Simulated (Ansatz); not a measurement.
Gas-phase electronic energies from Ansatz, PBE0-D4/def2-TZVP geometries. CCSD(T)/CBS is the MP2 limit (def2-TZVPP, def2-QZVPP) plus CCSD(T) − MP2 in def2-TZVPP, frozen cores. def2 core potentials past Kr. For I outer-core shells are correlated without core-valence functions, which leaves a few kJ/mol of doubt a bond. Each species was taken in one conformer, which may not be the lowest.

`[SiH3]OCI` → `C[SiH](O)I`  (isomerisation)

```
     species  CCSD(T)/CBS(def2) energy (Eh)
 `[SiH3]OCI`                     -702.77100
`C[SiH](O)I`                     -702.86214
```

(1) Work out ΔE.

Largest T1 diagnostic among the species: 0.011.

## Answers

(1) ΔE = (-702.86214) − (-702.77100) = -0.09114 Eh = -2.48 eV.

From PBE to PBE0 (25 % exact exchange), in def2-TZVPP and without D4, ΔE moves by −0.11 eV.
